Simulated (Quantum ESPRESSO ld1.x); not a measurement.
Q: Radial electron density D(r) = 4 pi r^2 rho(r) of an atom or ion with 14 electrons. All-electron calculation, Dirac Kohn-Sham, relativistic LDA (MacDonald-Vosko exchange, VWN5 correlation), spin-unpolarised, spherical densities, point nucleus. Program: ld1.x of Quantum ESPRESSO 7.5.

```
   r/bohr * D(r) (the largest magnitude, 90.9, reaches the edge; | marks zero)
 0.001819 |    *
 0.002018 |     *
 0.002257 |      *
 0.002525 |       *
 0.002802 |        *
 0.003134 |          *
 0.003477 |            *
 0.003889 |              *
 0.004316 |                *
 0.004827 |                   *
 0.005356 |                     *
 0.005991 |                        *
 0.006701 |                            *
 0.007435 |                               *
 0.008316 |                                  *
 0.009228 |                                     *
  0.01032 |                                        *
  0.01145 |                                          *
  0.01281 |                                            *
  0.01421 |                                              *
   0.0159 |                                              *
  0.01778 |                                              *
  0.01973 |                                             *
  0.02207 |                                            *
  0.02449 |                                          *
  0.02739 |                                         *
  0.03039 |                                       *
    0.034 |                                       *
  0.03772 |                                       *
  0.04219 |                                         *
  0.04719 |                                            *
  0.05236 |                                               *
  0.05857 |                                                   *
  0.06499 |                                                     *
  0.07269 |                                                      *
  0.08066 |                                                    *
  0.09022 |                                                *
   0.1001 |                                          *
    0.112 |                                  *
   0.1252 |                          *
    0.139 |                    *
   0.1554 |                *
   0.1725 |              *
   0.1929 |              *
   0.2141 |             *
   0.2394 |            *
   0.2657 |           *
   0.2971 |        *
   0.3324 |     *
   0.3688 |  *
   0.4125 | *
   0.4577 |*
   0.5119 *
   0.5681 *
   0.6354 *
    0.705 *
   0.7886 *
```

What is the nuclear charge?

A: Z = 59. The innermost maximum, from 1s, lies near gamma/Z bohr with gamma = sqrt(1 - (Z/c)^2) = 0.903, here 0.0153 bohr (found: 0.0165), and its height grows with Z. The density is that of the praseodymium ion Pr45+ in [Ne] 3s2 3p2; the configuration itself is not fixed sharply by these data, and Z only to a few units. D(r) has 2 maxima, at r = 0.0165, 0.0715 bohr, and minima at 0.0343 bohr, inside which lie 2.08 electrons.
